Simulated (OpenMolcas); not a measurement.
# P V: terms and fine structure

* Program: OpenMolcas
* Method: CASSCF
* Basis: ANO-RCC-VQZP [6s5p3d2f1g]
* Scalar Hamiltonian: DKH2, point nucleus
* Active space: 1 electron in 4 orbitals (3s 3p)
* State averaging: 2S+1 = 2 even, 1 root; 2S+1 = 2 odd, 3 roots
* Spin-orbit coupling: state interaction with AMFI integrals over the reference wave functions, term energies averaged over their components

Spin-free terms above the lowest, with the occupations of the reference:

```json
{"Configuration": "3s", "Term": "2S", "E (cm-1)": "0.0", "Occupations": "3s 1.00"}
{"Configuration": "3p", "Term": "2P*", "E (cm-1)": "88730", "Occupations": "3p 1.00"}
```

With spin-orbit coupling, above the lowest level:

| Configuration | Term | J | E (cm-1) | Measured (cm-1) | g | Term weight % |
| --- | --- | --- | --- | --- | --- | --- |
| 3s | 2S | 1/2 | 0.0 | 0.0 | 2.002 | 100 |
| 3p | 2P* | 1/2 | 88281 | 88652 | 0.666 | 100 |
| 3p | 2P* | 3/2 | 88955 | 89447 | 1.334 | 100 |

Against the 2 measured excited levels shown (Martin, Zalubas and Musgrove, J. Phys. Chem. Ref. Data 14, 751 (1985)) the mean absolute deviation is 430 cm-1; the largest miss in energy is 3p 2P* 3/2: computed 88955, measured 89447 cm-1 (-0.6 %).

With one active electron the reference holds no correlation, so core polarisation is missing. Computed and measured levels are paired by configuration, term and J; levels that our copy of the source lacks, or whose pairing is in doubt (as where it misses far off the trend of its configuration), stay unpaired and out of the deviations. Only configurations of the active space appear.

The term weight is that of the spin-free term in the level, not the purity of its configuration. * marks odd parity.
